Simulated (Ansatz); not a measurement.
Ansatz (a quantum-chemistry and plane-wave program) job for Si(F)(Me)(SH)2 (CH₅FS₂Si), SMILES F[Si](S)(S)C, PBE-D3(BJ)/def2-SVP. 

Ansatz 0.2 input:
```yaml
crystal:
  periodic: [false, false, false]
  atoms:
    - {symbol: C, position_ang: [1.75447579, -1.10642328, 0.22149751]}
    - {symbol: Si, position_ang: [0.20749968, -0.08847803, 0.27098186]}
    - {symbol: F, position_ang: [-0.08073010, 0.34650099, 1.81021860]}
    - {symbol: S, position_ang: [0.52392662, 1.62237756, -0.96067365]}
    - {symbol: S, position_ang: [-1.58119803, -1.13163425, -0.26495978]}
    - {symbol: H, position_ang: [1.65441782, -1.96758645, 0.89913052]}
    - {symbol: H, position_ang: [1.94503943, -1.48364181, -0.79429771]}
    - {symbol: H, position_ang: [2.62140182, -0.50708167, 0.54017035]}
    - {symbol: H, position_ang: [-0.75693126, 2.04387816, -0.87476423]}
    - {symbol: H, position_ang: [-1.25286450, -1.17873772, -1.57480238]}
basis:
  gaussian:
    orbitals: def2-SVP
hamiltonian:
  xc: pbe
  dispersion: d3bj
relax: {f_tol: 0.002, max_steps: 200}
```

Log of the run:

```
WARN ansatz: RAYON_NUM_THREADS=1 ignored (pool sized by the plan → 1); use --threads N
Functional definition: PBE
integrals: 0.06 GiB planned
1202 factors; their error is unknown
mean field: 0.29 GiB planned
mean field evaluation 1: about -33350.0351 eV, gradient 5.9e1 eV
mean field evaluation 2: about -33339.2597 eV, gradient 8.8e1 eV
mean field evaluation 4: about -33357.7283 eV, gradient 5.8e0 eV
mean field evaluation 8: about -33357.7968 eV, gradient 2.7e-1 eV
mean field evaluation 16: about -33357.7138 eV, gradient 1.1e-3 eV
mean field -33357.71376721 eV, -1225.8733702743 hartree, gradient 4.0e-5 eV, S^2 0.000000; 0 other end points of the search recorded, 0 dependent functions left out
the calculation of the forces begins
reference -33357.71380008 eV, -1225.8733714823 hartree; 33, 33 occupied and 74, 74 virtual orbitals, 1202 factors
relax step   1: F+E_penalty+E_count = -33357.99558500 eV  Δ(F+E_penalty+E_count) = +0.000e0 eV  max|allowed force component| = 5.214e-1 eV/Å  Δτ_max = 0.0000 Å  (29 SCF iters, accepted)
these checks for a lower state are left out or cut short: starts, cluster_reference, orbital_swaps, neighbouring_geometries, increment
integrals: 0.06 GiB planned
1202 factors; their error is unknown
mean field: 0.29 GiB planned
mean field -33357.72979064 eV, -1225.8739591247 hartree, gradient 1.3e-5 eV, S^2 0.000000; 0 other end points of the search recorded, 0 dependent functions left out
the calculation of the forces begins
reference -33357.72982343 eV, -1225.8739603296 hartree; 33, 33 occupied and 74, 74 virtual orbitals, 1202 factors
relax step   2: F+E_penalty+E_count = -33358.01020512 eV  Δ(F+E_penalty+E_count) = -1.462e-2 eV  max|allowed force component| = 2.810e-1 eV/Å  Δτ_max = 0.0190 Å  (29 SCF iters, accepted)
these checks for a lower state are left out or cut short: starts, cluster_reference, orbital_swaps, neighbouring_geometries, increment
integrals: 0.06 GiB planned
1202 factors; their error is unknown
mean field: 0.29 GiB planned
mean field evaluation 32: about -33357.7333 eV, gradient 4.3e-4 eV
mean field -33357.73329517 eV, -1225.8740879136 hartree, gradient 1.4e-5 eV, S^2 0.000000; 0 other end points of the search recorded, 0 dependent functions left out
the calculation of the forces begins
reference -33357.73332808 eV, -1225.8740891230 hartree; 33, 33 occupied and 74, 74 virtual orbitals, 1202 factors
relax step   3: F+E_penalty+E_count = -33358.01252140 eV  Δ(F+E_penalty+E_count) = -2.316e-3 eV  max|allowed force component| = 9.687e-2 eV/Å  Δτ_max = 0.0297 Å  (30 SCF iters, accepted)
these checks for a lower state are left out or cut short: starts, cluster_reference, orbital_swaps, neighbouring_geometries, increment
integrals: 0.06 GiB planned
1202 factors; their error is unknown
mean field: 0.29 GiB planned
mean field -33357.73361098 eV, -1225.8740995196 hartree, gradient 1.4e-5 eV, S^2 0.000000; 0 other end points of the search recorded, 0 dependent functions left out
the calculation of the forces begins
reference -33357.73364381 eV, -1225.8741007259 hartree; 33, 33 occupied and 74, 74 virtual orbitals, 1202 factors
relax step   4: F+E_penalty+E_count = -33358.01325687 eV  Δ(F+E_penalty+E_count) = -7.355e-4 eV  max|allowed force component| = 2.878e-2 eV/Å  Δτ_max = 0.0162 Å  (29 SCF iters, accepted)
these checks for a lower state are left out or cut short: starts, cluster_reference, orbital_swaps, neighbouring_geometries, increment
integrals: 0.06 GiB planned
1202 factors; their error is unknown
mean field: 0.29 GiB planned
mean field -33357.73357598 eV, -1225.8740982333 hartree, gradient 9.5e-6 eV, S^2 0.000000; 0 other end points of the search recorded, 0 dependent functions left out
the calculation of the forces begins
reference -33357.73360879 eV, -1225.8740994391 hartree; 33, 33 occupied and 74, 74 virtual orbitals, 1202 factors
relax step   5: F+E_penalty+E_count = -33358.01328396 eV  Δ(F+E_penalty+E_count) = -2.710e-5 eV  max|allowed force component| = 8.801e-3 eV/Å  Δτ_max = 0.0064 Å  (23 SCF iters, accepted)
these checks for a lower state are left out or cut short: starts, cluster_reference, orbital_swaps, neighbouring_geometries, increment
integrals: 0.06 GiB planned
1202 factors; their error is unknown
mean field: 0.29 GiB planned
mean field -33357.73356170 eV, -1225.8740977086 hartree, gradient 1.0e-5 eV, S^2 0.000000; 0 other end points of the search recorded, 0 dependent functions left out
the calculation of the forces begins
reference -33357.73359451 eV, -1225.8740989144 hartree; 33, 33 occupied and 74, 74 virtual orbitals, 1202 factors
relax step   6: F+E_penalty+E_count = -33358.01329099 eV  Δ(F+E_penalty+E_count) = -7.033e-6 eV  max|allowed force component| = 5.090e-3 eV/Å  Δτ_max = 0.0039 Å  (22 SCF iters, accepted)
these checks for a lower state are left out or cut short: starts, cluster_reference, orbital_swaps, neighbouring_geometries, increment
integrals: 0.06 GiB planned
1202 factors; their error is unknown
mean field: 0.29 GiB planned
mean field -33357.73357220 eV, -1225.8740980944 hartree, gradient 3.3e-5 eV, S^2 0.000000; 0 other end points of the search recorded, 0 dependent functions left out
the calculation of the forces begins
reference -33357.73360501 eV, -1225.8740993001 hartree; 33, 33 occupied and 74, 74 virtual orbitals, 1202 factors
relax step   7: F+E_penalty+E_count = -33358.01329339 eV  Δ(F+E_penalty+E_count) = -2.396e-6 eV  max|allowed force component| = 4.423e-4 eV/Å  Δτ_max = 0.0009 Å  (19 SCF iters, accepted)
integrals: 0.06 GiB planned
1202 factors; their error is unknown
mean field: 0.29 GiB planned
mean field evaluation 64: about -33357.8090 eV, gradient 1.7e0 eV
mean field -33357.73357220 eV, -1225.8740980944 hartree, gradient 3.3e-5 eV, S^2 0.000000; 1 other end points of the search recorded, 0 dependent functions left out
the calculation of the forces begins
reference -33357.73360501 eV, -1225.8740993001 hartree; 33, 33 occupied and 74, 74 virtual orbitals, 1202 factors
Total energy: -33358.01332620 eV, -1225.8843788643 hartree
Atom 0 at     1.763151    -1.110777     0.223917 Å, force    -0.000128     0.000064     0.000350 eV/Å
Atom 1 at     0.204515    -0.086891     0.275702 Å, force    -0.000113     0.000291    -0.000442 eV/Å
Atom 2 at    -0.083801     0.346359     1.832402 Å, force    -0.000088    -0.000414    -0.000165 eV/Å
Atom 3 at     0.528874     1.635949    -0.967011 Å, force     0.000328    -0.000226    -0.000198 eV/Å
Atom 4 at    -1.598143    -1.138233    -0.266194 Å, force     0.000007    -0.000338     0.000331 eV/Å
Atom 5 at     1.665301    -1.976062     0.909348 Å, force     0.000429    -0.000068     0.000161 eV/Å
Atom 6 at     1.951034    -1.493790    -0.798704 Å, force    -0.000274     0.000124     0.000024 eV/Å
Atom 7 at     2.637124    -0.505507     0.539785 Å, force    -0.000051    -0.000209    -0.000068 eV/Å
Atom 8 at    -0.770591     2.038832    -0.890031 Å, force    -0.000289     0.000440    -0.000037 eV/Å
Atom 9 at    -1.262428    -1.160707    -1.586712 Å, force     0.000178     0.000335     0.000044 eV/Å
Dipole moment:     0.150547    -0.150788    -0.308963 e Å
```

Self-consistency was reached.

Cost: roughly 21 core-seconds.
